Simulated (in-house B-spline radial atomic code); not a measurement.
The numbers below are computed, except where a source is named.
## Hf in an electron gas of r_s = 1.5: phase shifts, screening and friction

A nucleus sits in a uniform electron gas with a rigid positive background. The Kohn-Sham equations are solved self-consistently in the spin-unpolarised LDA (PW92), non-relativistic, on B-splines with outgoing waves at the boundary and partial waves to l = 8. The model has no lattice, no bands and no magnetic solution. Atomic units; δ_l are the phase shifts at the Fermi level, counted so that each bound state adds π, and good to about 0.0005. Heavy atoms are models without relativity.

The density parameter is r_s = 1.5 bohr.

```tsv
l	δ_l (rad)
0	14.1467
1	11.7173
2	7.9701
3	3.3253
4	0.0503
5	0.0131
6	0.0035
7	0.0009
8	0.0001
```

Bound levels below the band bottom (hartree): s -15, p -12.09, d -6.792, s -1.228, p -0.4657 and deeper ones.

Problem. Check the Friedel sum rule, and say where the screening charge sits.

Solution. k_F = (9π/4)^(1/3)/r_s = 1.27944. The rule is Z = (2/π) Σ (2l + 1) δ_l. The terms are s 9.006, p 22.378, d 25.370, f 14.819 and 0.419 beyond, in all 71.991 against Z = 72. Bound states hold 10 s, 24 p, 20 d electrons, so the scattering states carry 17.99 in all; where a term is smaller than its bound count, the bound level has drawn weight out of the band.

Problem. Find the transport cross section and the electronic stopping of a 2 keV Hf ion (mass 178.49 u).

Solution. σ_tr = (4π/k_F²) Σ (l + 1) sin²(δ_l − δ_(l+1)). The terms for l = 0 to 3 are 0.4271, 0.6481, 2.9863, 0.0708, all together 4.1398, so σ_tr = 7.677 × 4.1398 = 31.780 bohr². With n = 3/(4π r_s³) = 0.07074, the friction coefficient is Q = n k_F σ_tr = 2.8761. For v well below v_F = 1.279, dE/dx = Q v; with 24801 eV per u at v = 1, v = √(2000/(24801 × 178.49)) = 0.0213, so dE/dx = 0.06113 hartree/bohr = 31.4 eV/nm. The largest term couples the d and f waves.
